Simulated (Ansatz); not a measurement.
Input for Ansatz (a first-principles code): U-CCSD(T)/def2-SVP on BrFSi (SMILES F[Si]Br), a point of a bond scan (R = 1.288 Å). The run froze 20 orbitals, filled d shells among them.

Ansatz 0.2 input:
```yaml
crystal:
  periodic: [false, false, false]
  atoms:
    - {symbol: Si, position_ang: [0.53911481, 0.71882120, 1.00578709]}
    - {symbol: F, position_ang: [0.88251929, 1.64224184, 0.17689703]}
    - {symbol: Br, position_ang: [-0.46465545, -0.76918199, -0.39451685]}
basis:
  gaussian:
    orbitals: def2-SVP
correlation: {method: ccsd_t, electrons: outside_noble_gas}
scf: {omitted_lower_state_checks: [cluster_reference]}
magnetization: {spin_polarized: true, initial_magnetization: 0}
```

The log:

```
WARN ansatz: RAYON_NUM_THREADS=1 ignored (pool sized by the plan → 1); use --threads N
Functional definition: HF
these checks for a lower state are left out or cut short: cluster_reference
integrals: 0.05 GiB planned
602 factors; integrals over basis functions are off by at most 7.4e-4 eV
mean field: 0.27 GiB planned
mean field evaluation 1: about -80551.1178 eV, gradient 1.7e1 eV
mean field evaluation 2: about -80551.1251 eV, gradient 1.7e1 eV
mean field evaluation 4: about -80552.2565 eV, gradient 9.2e-1 eV
mean field evaluation 8: about -80552.2668 eV, gradient 1.8e-3 eV
mean field evaluation 16: about -80552.2577 eV, gradient 1.5e-1 eV
mean field -80552.26679809 eV, -2960.2412045422 hartree, gradient 5.5e-6 eV, S^2 0.000000; 2 other end points of the search recorded, 0 dependent functions left out
20 core orbitals not correlated
reference -80552.26679809 eV, -2960.2412045422 hartree; 9, 9 occupied and 35, 35 virtual orbitals, 602 factors
second order -10.04116366 eV of doubles, -0.00000000 eV of singles
coupled cluster: 0.15 GiB planned
cycle   1  -10.39583769 eV  change   -3.5e-1 eV  update   7.6e-2
cycle   2  -10.62997659 eV  change   -2.3e-1 eV  update   2.5e-2
cycle   3  -10.68445157 eV  change   -5.4e-2 eV  update   1.2e-2
cycle   4  -10.68012979 eV  change    4.3e-3 eV  update   2.7e-3
cycle   5  -10.67939865 eV  change    7.3e-4 eV  update   9.2e-4
cycle   6  -10.67948200 eV  change   -8.3e-5 eV  update   3.0e-4
cycle   7  -10.67941341 eV  change    6.9e-5 eV  update   8.8e-5
cycle   8  -10.67943029 eV  change   -1.7e-5 eV  update   3.2e-5
cycle   9  -10.67943396 eV  change   -3.7e-6 eV  update   1.1e-5
perturbative correction -0.22392842 eV, -0.0082292178 hartree
Total energy: -80563.17016047 eV, -2960.6418957194 hartree
Checks for a lower state left out: cluster_reference
```

The calculation finished and met its thresholds.

Cost: roughly 5 core-seconds.
